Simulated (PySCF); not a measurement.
**Spinor energies of F⁴⁺ (fluorine, charge +4)**

Start: [He] 2s2 2p1; 2p1/2 filled at m_j = +1/2. Calculated with PySCF 2.14 in x2c-SVPall-2c (3s2p1d, 14 functions): generalised Hartree-Fock with the X2C-1e Hamiltonian and a Gaussian nucleus; one run each with spin-orbit coupling (SO) switched off, then screened by Boettger's factors.

```tsv
spinor shell	electrons	ε, spin-free (eV)	ε, screened SO (eV)	weight of nominal j (screened SO)	rms radius, screened SO (bohr)
1s1/2	2	-834.55	-834.54	1.000	0.203
2s1/2	2	-126.39	-126.38	0.999	0.925
2p1/2	1	-115.02	-115.07	0.945	0.855
```

```tsv
quantity	spin-free	screened SO
E (hartree)	-92.06270	-92.06467
M_J	1/2	1/2
⟨J²⟩	1.082	0.918
⟨L²⟩	2.007	2.007
⟨S²⟩	0.752	0.752
```

Each row is a mean over spinors that exchange with the open shell spreads, by up to 0.837 eV (2s1/2).

⟨J²⟩ departs a little from M_J(M_J + 1) because the unrestricted spinors polarise the closed shells.

Without spin-orbit coupling the j labels of p, d and f shells carry no meaning; the spin-free column gives the mean over the occupied spinors of each nl shell, and its ⟨J²⟩ belongs to a mixture of degenerate components.
